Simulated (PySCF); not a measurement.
## Continuum solvent and chemical shifts

Bonds (- single, = double, # triple, : aromatic): B1-C2, C2-C3, C3-C4, C4-C5, C5-C6, C6-F7, C6-F8, C6-F9, C5-C10, C10-C11, C11-C2. B1 carries H12, H13; C2 carries H14; C3 carries H15, H16; C4 carries H17, H18; C5 carries H19; C10 carries H20, H21; C11 carries H22, H23. Stereochemistry as in B[C@H]1CC[C@H](C(F)(F)F)CC1. H15, H18, H21, H22 are cis to B1 on the ring; H16, H17, H20, H23 are trans to B1 on the ring.

GIAO PBE0/pcSseg-1 in PySCF on one PBE0-D3(BJ)/def2-SVP conformer, non-relativistic, equivalent nuclei averaged. Solvents enter as an IEF-PCM continuum (chloroform with ε = 4.7) around the gas-phase geometry. Shifts are referred to BF3·OEt2, TMS, CFCl3 computed in the same medium.

Gas phase, δ in ppm: B1 88.5, C6 132.9, C5 43.6, C2 37.7, C4/C10 26.7, C3/C11 24.7, F7/F8/F9 -92.0, H12/H13 7.43, H18/H21 1.92, H14 1.71, H16/H23 1.65, H19 1.52, H17/H20 1.20, H15/H22 0.93. Dipole moment 1.77 D.

(1) How does each δ change in the continuum?

(2) Which of the listed nuclei move most (in ppm), and what does the model miss?

Answers

(1) 
```json
{"atoms": "B1", "environment": "boron bonded to C, 2 H", "Δδ, chloroform": "-0.3"}
{"atoms": "C6", "environment": "CF3 carbon", "Δδ, chloroform": "+1.4"}
{"atoms": "C5", "environment": "sp3 CH in a ring", "Δδ, chloroform": "+0.4"}
{"atoms": "C2", "environment": "sp3 CH bonded to B", "Δδ, chloroform": "+0.7"}
{"atoms": "C4/C10", "environment": "sp3 CH2 in a ring", "Δδ, chloroform": "+0.4"}
{"atoms": "C3/C11", "environment": "sp3 CH2 in a ring", "Δδ, chloroform": "+0.3"}
{"atoms": "F7/F8/F9", "environment": "fluorine of a CF3 group", "Δδ, chloroform": "+0.5"}
{"atoms": "H12/H13", "environment": "hydrogen on a boron bonded to C", "Δδ, chloroform": "-0.09"}
{"atoms": "H18/H21", "environment": "hydrogen on an sp3 CH2 in a ring", "Δδ, chloroform": "-0.01"}
{"atoms": "H14", "environment": "hydrogen on an sp3 CH bonded to B", "Δδ, chloroform": "+0.07"}
{"atoms": "H16/H23", "environment": "hydrogen on an sp3 CH2 in a ring", "Δδ, chloroform": "+0.03"}
{"atoms": "H19", "environment": "hydrogen on an sp3 CH in a ring", "Δδ, chloroform": "+0.20"}
{"atoms": "H17/H20", "environment": "hydrogen on an sp3 CH2 in a ring", "Δδ, chloroform": "+0.01"}
{"atoms": "H15/H22", "environment": "hydrogen on an sp3 CH2 in a ring", "Δδ, chloroform": "+0.07"}
```

Changes are relative to the gas phase. The dipole moment becomes 1.95 D in chloroform.

(2) C6 (CF3 carbon, +1.4 ppm) in chloroform. A continuum only polarises the solute; specific hydrogen bonds, the anisotropy of aromatic solvents and changes of geometry or conformer are outside it.
